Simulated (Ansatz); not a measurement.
A structure relaxed at r2SCAN-D4/def2-SVP in Ansatz, charge 0, singlet:

```xyz
7

W    -0.095    0.192    0.209
S    -1.967    0.065    1.244
S     0.993    1.904    0.901
O    -0.444    0.363   -1.630
H     0.005    0.987   -2.220
O     0.929   -1.344    0.562
H     0.579   -2.167    0.933
```

Task: Give its formula, name or SMILES and point group.

Result: WS2(OH)2 (WS₂O₂H₂). Point group C2 (tolerance 0.1 Å).

Task: Summarise the bond lengths by kind (pairs closer than 1.2 times the sum of covalent radii, bridged metal pairs left out).

Result: 2 × S–W 2.14 Å; 2 × O–W 1.88 Å; 2 × H–O 0.97 Å. The metal has 4 neighbours: S 2.14 Å, S 2.14 Å, O 1.88 Å, O 1.88 Å.

In the def2 sets W takes a core potential; there is no spin–orbit coupling.
